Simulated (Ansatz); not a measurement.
`[NH2][Zn][CH2]F` + `SS` → `FCSS` + `[NH2][ZnH]`  (substitution at a C–Zn bond)

Program: Ansatz. Geometries: PBE0-D4/def2-TZVP. ΔE: electronic, gas phase. CCSD(T)/CBS is the MP2 limit (def2-TZVPP, def2-QZVPP) plus CCSD(T) − MP2 in def2-TZVPP, frozen cores. This one scheme is used for every species. Functionals use def2-TZVPP. B3LYP here is the variant with VWN-RPA as its local correlation; programs differ in this. HSE06 is defined as in plane-wave codes. For Zn outer-core shells are correlated without core-valence functions, which leaves a few kJ/mol of doubt a bond. Scalar relativity is left out up to krypton. One conformer a species, not always the lowest.

```json
{"level": "PBE-D4", "ΔE (kcal/mol)": "-3.1", "difference from CCSD(T)/CBS": "-1.4"}
{"level": "revPBE-D4", "ΔE (kcal/mol)": "-3.8", "difference from CCSD(T)/CBS": "-2.1"}
{"level": "BLYP-D4", "ΔE (kcal/mol)": "-2.6", "difference from CCSD(T)/CBS": "-0.9"}
{"level": "r2SCAN-D4", "ΔE (kcal/mol)": "-3.4", "difference from CCSD(T)/CBS": "-1.7"}
{"level": "B97M-V", "ΔE (kcal/mol)": "-4.7", "difference from CCSD(T)/CBS": "-3.0"}
{"level": "PBE0-D4", "ΔE (kcal/mol)": "-3.2", "difference from CCSD(T)/CBS": "-1.5"}
{"level": "r2SCANh-D4", "ΔE (kcal/mol)": "-3.5", "difference from CCSD(T)/CBS": "-1.8"}
{"level": "r2SCAN0-D4", "ΔE (kcal/mol)": "-3.5", "difference from CCSD(T)/CBS": "-1.8"}
{"level": "HSE06-D4", "ΔE (kcal/mol)": "-3.2", "difference from CCSD(T)/CBS": "-1.5"}
{"level": "BHLYP-D4", "ΔE (kcal/mol)": "-2.8", "difference from CCSD(T)/CBS": "-1.1"}
{"level": "CAM-B3LYP-D4", "ΔE (kcal/mol)": "-2.6", "difference from CCSD(T)/CBS": "-0.9"}
{"level": "ωB97X-V", "ΔE (kcal/mol)": "-2.8", "difference from CCSD(T)/CBS": "-1.1"}
{"level": "ωB97M-V", "ΔE (kcal/mol)": "-2.7", "difference from CCSD(T)/CBS": "-1.0"}
{"level": "B2PLYP", "ΔE (kcal/mol)": "-1.9", "difference from CCSD(T)/CBS": "-0.2"}
{"level": "PBE-QIDH", "ΔE (kcal/mol)": "-2.9", "difference from CCSD(T)/CBS": "-1.2"}
{"level": "PBE", "ΔE (kcal/mol)": "-2.4", "difference from CCSD(T)/CBS": "-0.7"}
{"level": "revPBE", "ΔE (kcal/mol)": "-1.6", "difference from CCSD(T)/CBS": "0.1"}
{"level": "BLYP", "ΔE (kcal/mol)": "-0.9", "difference from CCSD(T)/CBS": "0.8"}
{"level": "r2SCAN", "ΔE (kcal/mol)": "-3.3", "difference from CCSD(T)/CBS": "-1.6"}
{"level": "PBE0", "ΔE (kcal/mol)": "-2.6", "difference from CCSD(T)/CBS": "-0.9"}
{"level": "B3LYP", "ΔE (kcal/mol)": "-1.4", "difference from CCSD(T)/CBS": "0.3"}
{"level": "r2SCANh", "ΔE (kcal/mol)": "-3.3", "difference from CCSD(T)/CBS": "-1.6"}
{"level": "r2SCAN0", "ΔE (kcal/mol)": "-3.3", "difference from CCSD(T)/CBS": "-1.6"}
{"level": "HSE06", "ΔE (kcal/mol)": "-2.6", "difference from CCSD(T)/CBS": "-0.9"}
{"level": "BHLYP", "ΔE (kcal/mol)": "-2.0", "difference from CCSD(T)/CBS": "-0.3"}
{"level": "CAM-B3LYP", "ΔE (kcal/mol)": "-1.9", "difference from CCSD(T)/CBS": "-0.2"}
{"level": "LC-ωPBE", "ΔE (kcal/mol)": "-1.8", "difference from CCSD(T)/CBS": "-0.1"}
{"level": "RPA@PBE/def2-TZVPP", "ΔE (kcal/mol)": "-1.4", "difference from CCSD(T)/CBS": "0.3"}
{"level": "HF/def2-SVP", "ΔE (kcal/mol)": "-1.4", "difference from CCSD(T)/CBS": "0.3"}
{"level": "MP2/def2-SVP", "ΔE (kcal/mol)": "-2.3", "difference from CCSD(T)/CBS": "-0.6"}
{"level": "CCSD/def2-SVP", "ΔE (kcal/mol)": "-1.3", "difference from CCSD(T)/CBS": "0.4"}
{"level": "CCSD(T)/def2-SVP", "ΔE (kcal/mol)": "-1.8", "difference from CCSD(T)/CBS": "-0.1"}
{"level": "HF/def2-TZVPP", "ΔE (kcal/mol)": "-2.7", "difference from CCSD(T)/CBS": "-1.0"}
{"level": "MP2/def2-TZVPP", "ΔE (kcal/mol)": "-2.4", "difference from CCSD(T)/CBS": "-0.7"}
{"level": "CCSD/def2-TZVPP", "ΔE (kcal/mol)": "-1.6", "difference from CCSD(T)/CBS": "0.1"}
{"level": "CCSD(T)/def2-TZVPP", "ΔE (kcal/mol)": "-2.1", "difference from CCSD(T)/CBS": "-0.4"}
{"level": "SCS-MP2/def2-QZVPP", "ΔE (kcal/mol)": "-1.8", "difference from CCSD(T)/CBS": "-0.1"}
{"level": "HF/CBS(def2)", "ΔE (kcal/mol)": "-2.5", "difference from CCSD(T)/CBS": "-0.8"}
{"level": "MP2/CBS(def2)", "ΔE (kcal/mol)": "-1.9", "difference from CCSD(T)/CBS": "-0.2"}
{"level": "CCSD/CBS(def2)", "ΔE (kcal/mol)": "-1.2", "difference from CCSD(T)/CBS": "0.5"}
{"level": "CCSD(T)/CBS", "ΔE (kcal/mol)": "-1.7", "difference from CCSD(T)/CBS": "0"}
```

Largest T1 diagnostic among the species: 0.016.

The D4 term adds −1.2 kcal/mol with B3LYP and −0.6 kcal/mol with PBE0; it sums over pairs of atoms, weighted by their polarisabilities, and B3LYP, whose exchange is more repulsive, gets the larger term. From BLYP to BHLYP (50 % exact exchange), in def2-TZVPP and without D4, ΔE moves by −1.1 kcal/mol.
